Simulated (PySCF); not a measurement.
Ti(F)3(OH) (F3HOTi), SMILES [OH][Ti]([F])([F])[F], multiplicity 1.

The structure is a stationary point at PBE0-D3(BJ)/def2-SVP. A frequency run showed that this geometry is not a minimum. The multiplicity is an assumed one; other spin states were not compared. Other conformers were not sampled.

Method: PBE0-D3(BJ)/def2-SVP (PySCF 2.14.0).

Frequencies are harmonic and unscaled.

Modes within 1.5 cm⁻¹ of each other (mostly degenerate sets) share a row, with their intensities summed.

| mode | ν (cm⁻¹) | IR (km/mol) | Raman (Å⁴/amu) | depolarisation | moving atoms (share of kinetic energy) |
|---|---|---|---|---|---|
| 1–2 | 162i | 366.4 | 7.6 | 0.75 | H 91 % |
| 3–4 | 200 | 11.7 | 5.0 | 0.75 | F 84 %, O 12 % |
| 5 | 231 | 18.5 | 0.9 | 0.70 | F 64 %, Ti 23 %, O 12 % |
| 6–7 | 234 | 45.5 | 1.9 | 0.75 | F 44 %, O 35 %, Ti 20 % |
| 8 | 747 | 27.7 | 12.3 | 0.00 | F 87 %, O 10 % |
| 9–10 | 824 | 453.5 | 1.8 | 0.75 | F 61 %, Ti 39 % |
| 11 | 892 | 255.9 | 5.2 | 0.24 | O 59 %, Ti 34 % |
| 12 | 3991 | 445.8 | 119.2 | 0.35 | H 94 % |
